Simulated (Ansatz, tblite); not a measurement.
Forces on Zn8Te7Cl2 at its PBE-D4/def2-SVP geometry. The state is a singlet with charge 0.

In the def2 sets Te takes a core potential; there is no spin–orbit coupling. The xTB rows come from tblite. Single mean-field runs in def2-SVP are fitted with def2-universal-jkfit.

GFN2-xTB (tblite), largest force 0.65 eV/Å:

```xyz
17
positions Å, forces eV/Å
Te    4.082    2.901    0.464    0.584    0.266    0.051
Te   -0.154    3.853    0.325   -0.461    0.391   -0.034
Te    1.211    0.306    2.653   -0.024   -0.233    0.567
Te   -0.275   -3.096   -0.132    0.373   -0.464    0.131
Te    1.174    0.289   -1.873   -0.104    0.058   -0.482
Te   -4.861   -2.920    0.652   -0.156   -0.092    0.149
Te   -3.053   -0.749   -3.418    0.128    0.066   -0.231
Zn    3.415    0.518    1.135    0.173   -0.133    0.064
Zn    1.737    2.781    1.765    0.048    0.403    0.215
Zn   -2.487   -2.063    0.768   -0.513   -0.384    0.124
Zn    1.820    2.665   -0.949    0.294    0.223   -0.330
Zn   -0.233    1.171    0.370    0.155    0.351    0.138
Zn    1.465   -1.247    0.332    0.024   -0.555   -0.093
Zn   -1.147   -1.259   -1.853   -0.364    0.181   -0.296
Zn   -4.219   -1.859   -1.515    0.100   -0.010    0.258
Cl    3.857   -1.630    0.476   -0.039   -0.053    0.014
Cl   -2.335    0.339    0.799   -0.220   -0.015   -0.245
```

PBE-D4/def2-SVP (Ansatz), largest force 0.01 eV/Å:

```
Te -0.002 -0.003 0.002
Te 0.001 -0.002 -0.002
Te -0.001 0.001 -0.005
Te -0.002 0.001 0.000
Te 0.006 -0.003 0.004
Te 0.000 0.000 -0.004
Te 0.004 0.001 0.003
Zn -0.001 -0.001 0.001
Zn 0.003 0.000 -0.002
Zn 0.002 -0.001 0.001
Zn 0.001 0.006 0.002
Zn 0.002 0.002 -0.001
Zn -0.002 0.002 -0.004
Zn -0.008 -0.002 -0.003
Zn -0.004 -0.002 0.005
Cl 0.002 0.004 0.001
Cl -0.002 -0.003 0.002
```

BLYP-D4/def2-SVP (Ansatz), largest force 0.37 eV/Å:

```
Te 0.299 0.143 -0.032
Te -0.246 0.276 -0.020
Te -0.093 -0.096 0.288
Te 0.067 -0.272 0.025
Te 0.077 -0.010 -0.249
Te -0.223 -0.146 0.158
Te -0.036 0.125 -0.240
Zn 0.227 -0.045 0.094
Zn 0.012 0.189 0.300
Zn 0.058 -0.029 0.195
Zn 0.082 0.126 -0.301
Zn -0.160 -0.010 -0.004
Zn 0.026 -0.135 0.013
Zn 0.054 -0.023 -0.144
Zn -0.174 -0.015 -0.087
Cl 0.155 -0.159 -0.043
Cl -0.124 0.082 0.046
```
